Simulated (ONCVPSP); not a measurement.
# Mg (Z = 12): excitation energies, all-electron against ONCV

Mg, optimised norm-conserving Vanderbilt (ONCV), made with ONCVPSP 4.0.1 (PBEsol, scalar-relativistic). Core [He], reference 2s2 2p6 3s1 3p1. Waves: 2s+3s: rc 1.35 bohr, ncon 4, nbas 8, qcut 8.2 1/bohr, 2 projectors; 2p+3p: rc 1.40 bohr, ncon 5, nbas 9, qcut 8.2 1/bohr, 3 projectors, debl 3.4 Ha; d scattering state at 0.33 Ha: rc 1.30 bohr, ncon 4, nbas 7, qcut 8.5 1/bohr, 2 projectors, debl 0.7 Ha. Local part: polynomial inside 0.85 bohr (lpopt 1, dvloc0 4 Ha). Core correction: Teter function, fcfact 2.25, rcfact 1.7.

Energies are relative to the spin-unpolarised reference configuration 2s2 2p6 3s1 3p1; without spin polarisation the order of configurations can differ from experiment.

Give the all-electron excitation energy and the error of the potential for: 2s2 2p6 3s2 3p0; 2s2 2p6 3s1 3p0; 2s2 2p6 3s0 3p0; 2s2 2p6 3s0 3p1.

```
valence configuration  charge  ΔE all-electron (eV)  error AE − PS (meV)
      2s2 2p6 3s2 3p0       0                -3.474                 -0.3
      2s2 2p6 3s1 3p0      +1                 4.446                 +0.1
      2s2 2p6 3s0 3p0      +2                19.262                 -1.5
      2s2 2p6 3s0 3p1      +1                 8.756                 -0.8
```

Levels in the configuration 2s2 2p6 3s2 3p0:

| level | all-electron (eV) | pseudo (eV) |
| --- | --- | --- |
| 2s | -79.593 | -79.562 |
| 2p | -46.551 | -46.532 |
| 3s | -4.679 | -4.679 |
